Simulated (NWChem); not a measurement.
System: C4H7N; SMILES CN1C=CC1

NWChem input:

```
start job
memory heap 200 mb stack 900 mb global 1100 mb
geometry units angstroms noautoz
  C      0.040099     1.743652     0.188196
  N      0.027910     0.440621    -0.462445
  C      0.985906    -0.544985    -0.083156
  C      0.109865    -1.520251     0.220611
  C     -1.027999    -0.556698    -0.065186
  H     -0.805648     2.339595    -0.171900
  H      0.961874     2.269996    -0.084479
  H     -0.011930     1.688999     1.290441
  H      2.065376    -0.424028    -0.126092
  H      0.168946    -2.585193     0.398866
  H     -1.609005    -0.229744     0.805708
  H     -1.706962    -0.803150    -0.890044
end
basis spherical
  * library def2-tzvp
end
dft
  xc b3lyp
  iterations 150
  semidirect filesize 400000000
  mulliken
end
task dft energy
```

The geometry was optimised at B3LYP/6-31G* (spherical d).

**Question.** What results follow from this input? (B3LYP/def2-TZVP.) Quantities: energy (Ha); highest occupied level (eV); orbital gap (eV); dipole (D).

**Answer.** 
```yaml
energy (Ha): -211.39
highest occupied level (eV): -5.78
orbital gap (eV): 6.02
dipole (D): 0.75
```
